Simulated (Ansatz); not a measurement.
A structure relaxed at PBE-D4/def2-SVP in Ansatz, charge 1, doublet:

Cartesian coordinates in Å:
```
Ba 0.178 2.331 0.146
Ba 2.806 0.408 -3.995
Ba 1.503 -1.666 0.657
Ba -2.354 -0.493 2.245
Ba -1.983 -0.904 -1.929
S 2.352 1.015 1.812
S 0.435 0.479 2.607
S 0.929 0.068 -1.891
S -2.553 1.251 -0.065
S -1.313 -2.488 0.413
```

Q: Give its formula and point group.

A: Ba₅S₅⁺. Point group Cs (tolerance 0.1 Å).

Q: Summarise the bond lengths by kind (pairs closer than 1.2 times the sum of covalent radii, bridged metal pairs left out).

A: 15 × Ba–S 2.84 to 3.14 Å; 1 × S–S 2.14 Å.

In the def2 sets Ba takes a core potential; there is no spin–orbit coupling. The relaxation made no stability test and no search for a lower SCF solution. Another isomer (doublet) lies 0.66 eV lower at PBE0-D4/def2-TZVP; other spin states weren't run for this one.
